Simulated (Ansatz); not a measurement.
This singlet lies 0.99 eV below the relaxed triplet at the level frozen-core CCSD(T)/cc-pVTZ // PBE0-D3(BJ)/def2-SVP (Ansatz, an electronic-structure program).

All values below come from frozen-core CCSD(T)/cc-pVTZ // PBE0-D3(BJ)/def2-SVP (Ansatz). The restricted HF reference is unstable towards unrestricted orbitals.

Ansatz 0.2 input:
```yaml
crystal:
  periodic: [false, false, false]
  atoms:
    - { symbol: C, position_ang: [-0.524405, 0.077197, 0.007971] }
    - { symbol: Si, position_ang: [1.229714, 0.808079, -0.085796] }
    - { symbol: H, position_ang: [-0.677295, -0.638342, -0.821316] }
    - { symbol: H, position_ang: [-0.632825, -0.518817, 0.933248] }
    - { symbol: H, position_ang: [-1.322523, 0.832938, -0.023221] }
    - { symbol: H, position_ang: [1.927333, -0.561054, -0.010886] }
basis:
  gaussian: { orbitals: cc-pVTZ }
correlation:
  method: ccsd_t
```

Output:

```
Functional definition: HF
675 factors; integrals over basis functions are off by at most 1.0e-3 eV
mean field evaluation 1: about -8953.2892 eV, gradient 2.5e1 eV
mean field evaluation 2: about -8953.2912 eV, gradient 2.5e1 eV
mean field evaluation 4: about -8954.9960 eV, gradient 2.3e0 eV
mean field evaluation 8: about -8955.0259 eV, gradient 6.9e-2 eV
mean field evaluation 16: about -8955.0231 eV, gradient 3.2e-1 eV
mean field -8955.02594883 eV, -329.0911336849 hartree, gradient 6.2e-6 eV, S^2 0.000000; 0 other end points of the search recorded, 0 dependent functions left out; unrestricted orbitals would lower it
6 core orbitals not correlated
reference -8955.02594883 eV, -329.0911336849 hartree; 6, 6 occupied and 108, 108 virtual orbitals, 675 factors
second order -7.79030445 eV of doubles, -0.00000000 eV of singles
cycle   1  -8.42862249 eV  change   -6.4e-1 eV  update   7.3e-2
cycle   2  -8.73412369 eV  change   -3.1e-1 eV  update   2.8e-2
cycle   3  -8.76955682 eV  change   -3.5e-2 eV  update   1.1e-2
cycle   4  -8.76722314 eV  change    2.3e-3 eV  update   4.4e-3
cycle   5  -8.76739842 eV  change   -1.8e-4 eV  update   1.4e-3
cycle   6  -8.76725832 eV  change    1.4e-4 eV  update   5.5e-4
cycle   7  -8.76733266 eV  change   -7.4e-5 eV  update   1.8e-4
cycle   8  -8.76739777 eV  change   -6.5e-5 eV  update   5.6e-5
cycle   9  -8.76738877 eV  change    9.0e-6 eV  update   1.9e-5
cycle  10  -8.76738781 eV  change    9.5e-7 eV  update   6.5e-6
perturbative correction -0.32087730 eV, -0.0117920234 hartree
Total energy: -8964.11421394 eV, -329.4251212676 hartree
```

Cost: around 8 core-seconds (rough).
